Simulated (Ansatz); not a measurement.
Gas-phase reaction R1 + R2 → P1, each structure at its B3LYP-D3(BJ)/def2-TZVP stationary point, reached from a drawn start (curvature not checked).
P1: Cl4Sn (SMILES [Cl][Sn]([Cl])([Cl])[Cl]), charge 0, multiplicity 1.
R1, Cl2Sn (SMILES [Cl][Sn][Cl]) (charge 0, multiplicity 1):
```csv
atom,x (Å),y (Å),z (Å)
Sn,0.0000,0.0000,-1.0359
Cl,1.8132,0.0000,0.5179
Cl,-1.8132,0.0000,0.5179
```
R2: Cl2 (SMILES ClCl), charge 0, multiplicity 1.

P less R. No zero-point or thermal terms; no spin–orbit coupling.

Correlated levels freeze the cores. In cc and def2 sets filled d and f shells under p-block atoms count as core.

Programs: Ansatz (a first-principles code). No computed number here is a measurement. Elements past Kr take the def2 small-core potentials, without spin–orbit coupling.

Problem. One of these levels gives -318.6 kJ/mol for the reaction energy. Which one is it?
A. PBE/def2-TZVPP
B. r2SCAN/def2-TZVPP
C. SCS-MP2/def2-QZVPP

Solution. C, SCS-MP2/def2-QZVPP. The others give -247.8 (PBE/def2-TZVPP), -291.0 (r2SCAN/def2-TZVPP)
